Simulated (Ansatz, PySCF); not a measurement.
H3AlB, SMILES `[BH2][AlH-]` (singlet; the order of the spin states depends on the level) (charge -1, multiplicity 1). This singlet lies 0.14 eV below the relaxed triplet at the level B3LYP-D3(BJ)/def2-TZVPD (PySCF); other levels give the other order.

Calculation: Ansatz (a first-principles code) with frozen-core CCSDT(Q)/aug-cc-pVTZ // B3LYP-D3(BJ)/def2-TZVPD.

Ansatz 0.2 input:
```yaml
crystal:
  periodic: [false, false, false]
  atoms:
    - { symbol: B, position_ang: [-0.752442, 0.026148, -0.060533] }
    - { symbol: Al, position_ang: [1.188555, -0.132444, 0.59479] }
    - { symbol: H, position_ang: [-1.459969, -0.951589, -0.201888] }
    - { symbol: H, position_ang: [-1.403999, 1.031834, 0.142322] }
    - { symbol: H, position_ang: [2.427854, 0.026051, -0.474689] }
basis:
  gaussian: { orbitals: aug-cc-pVTZ }
correlation:
  method: ccsdt_q
total_charge: -1
```

Output:

```
Functional definition: HF
1899 factors; integrals over basis functions are off by at most 2.1e-7 eV
mean field evaluation 1: about -7298.9989 eV, gradient 1.3e1 eV
mean field evaluation 2: about -7299.0008 eV, gradient 1.3e1 eV
mean field evaluation 4: about -7300.2834 eV, gradient 1.9e0 eV
mean field evaluation 8: about -7300.3407 eV, gradient 1.7e-1 eV
mean field evaluation 16: about -7300.0925 eV, gradient 5.0e0 eV
mean field evaluation 32: about -7280.1811 eV, gradient 1.1e1 eV
mean field evaluation 64: about -7296.9301 eV, gradient 9.0e-3 eV
mean field evaluation 96: about -7296.6848 eV, gradient 8.2e0 eV
mean field -7300.34157729 eV, -268.2826046161 hartree, gradient 1.8e-6 eV, S^2 0.000000; 1 other end points of the search recorded, 0 dependent functions left out; unrestricted orbitals would lower it
determinant -7300.34157729 eV, -268.2826046161 hartree, with singles and doubles -7307.01310537 eV, -268.5277787510 hartree
determinant -7296.93011102 eV, -268.1572355432 hartree, with singles and doubles -7303.48860749 eV, -268.3982558429 hartree
6 core orbitals not correlated
reference -7300.34157729 eV, -268.2826046161 hartree; 5, 5 occupied and 154, 154 virtual orbitals, 1899 factors
second order -5.51394149 eV of doubles, -0.00000000 eV of singles
cycle   1  -6.12607640 eV  change   -6.1e-1 eV  update   1.2e-1
cycle   2  -6.54100281 eV  change   -4.1e-1 eV  update   6.1e-2
cycle   3  -6.87208747 eV  change   -3.3e-1 eV  update   4.6e-2
cycle   4  -6.82947213 eV  change    4.3e-2 eV  update   2.2e-2
cycle   5  -6.83755668 eV  change   -8.1e-3 eV  update   1.4e-2
cycle   6  -6.85332316 eV  change   -1.6e-2 eV  update   5.7e-3
cycle   7  -6.84965990 eV  change    3.7e-3 eV  update   3.1e-3
cycle   8  -6.84764936 eV  change    2.0e-3 eV  update   1.5e-3
cycle   9  -6.84972423 eV  change   -2.1e-3 eV  update   8.9e-4
cycle  10  -6.85028355 eV  change   -5.6e-4 eV  update   4.0e-4
cycle  11  -6.84992659 eV  change    3.6e-4 eV  update   2.2e-4
cycle  12  -6.84998169 eV  change   -5.5e-5 eV  update   1.2e-4
cycle  13  -6.84993759 eV  change    4.4e-5 eV  update   5.3e-5
cycle  14  -6.84997261 eV  change   -3.5e-5 eV  update   2.8e-5
cycle  15  -6.85000168 eV  change   -2.9e-5 eV  update   1.3e-5
cycle  16  -6.85000609 eV  change   -4.4e-6 eV  update   7.0e-6
cycle  17  -6.84999906 eV  change    7.0e-6 eV  update   3.8e-6
cycle  18  -6.84999624 eV  change    2.8e-6 eV  update   2.0e-6
cycle  19  -6.84999574 eV  change    5.0e-7 eV  update   1.1e-6
perturbative correction -0.02469876 eV, -0.0009076627 hartree
Total energy: -7307.21627179 eV, -268.5352449791 hartree
```
